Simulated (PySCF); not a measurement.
C4H7FO. Atoms are numbered in the order given.

```xyz
13

C     -1.1120     1.3549     0.0000
C      0.0688     0.4081     0.0000
F      1.2445     1.1491     0.0000
C      0.0458    -0.7388    -1.0324
O     -0.2316    -1.7074     0.0000
C      0.0458    -0.7388     1.0324
H     -1.0863     2.0017     0.8997
H     -1.0863     2.0017    -0.8997
H     -2.0624     0.7861     0.0000
H     -0.7436    -0.7091    -1.8156
H      1.0421    -0.8833    -1.5111
H     -0.7436    -0.7091     1.8156
H      1.0421    -0.8833     1.5111
```

The structure is a stationary point at PBE-D3(BJ)/def2-SVP.

The numbers are results of PySCF with PBE-D3(BJ)/def2-SVP, not measurements.

Harmonic, unscaled wavenumbers; measured fundamentals usually lie a few per cent lower.

Computed vibrational spectrum:
```tsv
mode	ν (cm⁻¹)	IR (km/mol)	moving atoms (share of kinetic energy)
1	92	6.5	O 45 %, H 24 %, C 24 %
2	261	0.0	H 90 %
3	295	1.0	H 48 %, C 40 %, F 12 %
4	348	1.8	H 36 %, C 36 %, F 22 %
5	419	3.8	F 34 %, H 32 %, C 32 %
6	423	6.0	C 52 %, H 26 %, F 19 %
7	635	4.7	C 39 %, F 30 %, O 16 %, H 15 %
8	818	3.0	C 50 %, H 31 %, O 19 %
9	878	0.3	H 72 %, C 28 %
10	900	16.2	H 54 %, C 31 %, O 14 %
11	930	31.6	H 42 %, C 32 %, F 25 %
12	943	0.0	H 57 %, C 42 %
13	989	6.0	C 58 %, H 24 %, O 18 %
14	1024	93.5	C 52 %, O 46 %
15	1114	0.0	H 92 %, C 8 %
16	1123	0.3	H 75 %, C 15 %, O 10 %
17	1162	6.4	C 67 %, H 32 %
18	1206	74.5	C 57 %, H 32 %
19	1245	5.6	H 69 %, C 29 %
20	1247	17.3	C 55 %, H 43 %
21	1333	16.0	H 57 %, C 42 %
22	1350	23.3	H 54 %, C 46 %
23	1405	3.0	H 96 %
24	1415	0.5	H 93 %
25	1425	0.4	H 93 %
26	1454	4.4	H 89 %, C 11 %
27	2933	92.9	H 95 %
28	2946	13.0	H 95 %
29	2979	6.7	H 97 %
30	3004	57.1	H 90 %, C 10 %
31	3005	10.6	H 90 %, C 10 %
32	3075	10.0	H 90 %, C 10 %
33	3082	8.8	H 91 %, C 9 %
```
